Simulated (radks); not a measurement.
Results of a calculation; reference values are marked as such.
S V, configuration [Ne] 3s2.

Level of theory: scalar-relativistic Kohn-Sham, r2SCAN, spin-polarised, spherical densities, finite nucleus; meta-GGA in the generalised Kohn-Sham scheme; Fermi nuclear charge, rms radius 3.2611 fm (a radial shooting solver on a logarithmic mesh with Libxc functionals).

Energy parts (Ry):
part                       energy
total                  -789.91167
kinetic                 793.18110
electron-nucleus      -1830.93317
Hartree                 295.94985
exchange-correlation    -48.10944

Orbitals (lengths in bohr, moments of r in powers of bohr):
| orbital | occ. | eigenvalue (Ry) | <1/r> | <r^2> |
|---|---|---|---|---|
| 1s | 2 | -182.3784 | 15.66 | 0.01263 |
| 2s | 2 | -20.28641 | 3.090 | 0.2683 |
| 2p | 6 | -16.08970 | 2.974 | 0.2401 |
| 3s | 2 | -4.86233 | 0.9345 | 2.470 |

The highest occupied level is 3s at -66.155 eV. Summed over all electrons, <r^2> = 6.943 bohr^2, which gives a Langevin (diamagnetic) susceptibility term of -5.5 x 10^-6 cm^3/mol. For comparison, the ionisation energy in NIST's Atomic Spectra Database is 72.595 eV (measured). In exact Kohn-Sham theory the highest level is minus the ionisation energy, but local and semilocal functionals leave it too shallow, through self-interaction and a potential that decays too fast; potentials with the right tail come closer.
